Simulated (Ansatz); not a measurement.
Isolated molecules relaxed with PBE0-D4/def2-TZVP in Ansatz; ΔE leaves out vibrations. CBS: MP2 limit from def2 TZ/QZ plus the TZ coupled-cluster correction, frozen cores. This one scheme is used for every species. For Ge outer-core shells are correlated without core-valence functions, which leaves a few kJ/mol of doubt a bond. Scalar relativity is left out up to krypton.

Reaction (formal exchange of groups at a Ge–S bond): `[SH][GeH3]` + `[SiH3][GeH3]` → `[GeH3][SiH2][GeH3]` + H₂S

| species | MP2/def2-QZVPP energy (Eh) |
| --- | --- |
| `[SH][GeH3]` | -2476.03628 |
| `[SiH3][GeH3]` | -2368.51858 |
| `[GeH3][SiH2][GeH3]` | -4445.61948 |
| H₂S | -398.92680 |

Question: Work out ΔE.

Answer: ΔE = (-4445.61948) + (-398.92680) − (-2476.03628) − (-2368.51858) = 0.00858 Eh = +22.5 kJ/mol. CCSD(T)/CBS gives +18.1 kJ/mol.

Largest T1 diagnostic among the species: 0.012.

Leaving LDA and LC-ωPBE aside and taking each functional with its dispersion term where it has one, the values, not all of them listed here, spread over 10.6 kJ/mol, from PBE-D4 to B2PLYP. LDA lies −4.9 kJ/mol from PBE without D4. In def2-TZVPP, CCSD(T) changes the Hartree–Fock value by −17.8 kJ/mol (the triples alone add −1.2 kJ/mol) and MP2 by −14.0 kJ/mol. From BLYP to BHLYP (50 % exact exchange), in def2-TZVPP and without D4, ΔE moves by +4.8 kJ/mol.
